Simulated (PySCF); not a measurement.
A spin–spin coupling run with PySCF 2.14.0 with density-fitted response routines (density fitting, non-relativistic, gas phase) on `CC(BC=C)=C`, C5H9B:

```
{"job": {"kind": "j", "xc": "B97-2", "basis": "pcJ-1"}, "charge": 0, "multiplicity": 1}
C      2.846378     0.040730    -0.684806
C      1.611621    -0.304163    -0.277229
B      0.352431     0.360057    -0.886381
C     -1.103192     0.006457    -0.466526
C     -2.106285     0.666523    -1.080688
C     -1.384376    -1.031300     0.585185
H      2.989716     0.803189    -1.458922
H      3.756990    -0.411696    -0.274870
H      1.532732    -1.074534     0.501534
H      0.515262     1.206616    -1.742543
H     -1.895735     1.420458    -1.845072
H     -3.162867     0.482286    -0.846980
H     -2.461730    -1.163609     0.767777
H     -0.966392    -2.009998     0.297246
H     -0.908448    -0.763418     1.542900
```

Hardware: 1 thread of an Arm Neoverse V1, shared host. The job also computes field gradients.

Task: How large is the calculation?

Result: 44 electrons, 252 basis functions and 897 auxiliary functions.

Task: How long does it take?

Result: 44 s of wall time, with 14 SCF cycles. Times on a shared host scatter by some tens of per cent.

Task: And these other runs on the same molecule and hardware: spin–spin coupling at KT2/pcJ-1; spin–spin coupling at LDA/pcJ-1; spin–spin coupling at PBE/pcJ-1; spin–spin coupling at PBE0/pcJ-1?

Result: KT2/pcJ-1: 252 functions, 41 s; LDA/pcJ-1: 252 functions, 26 s; PBE/pcJ-1: 252 functions, 38 s; PBE0/pcJ-1: 252 functions, 49 s.
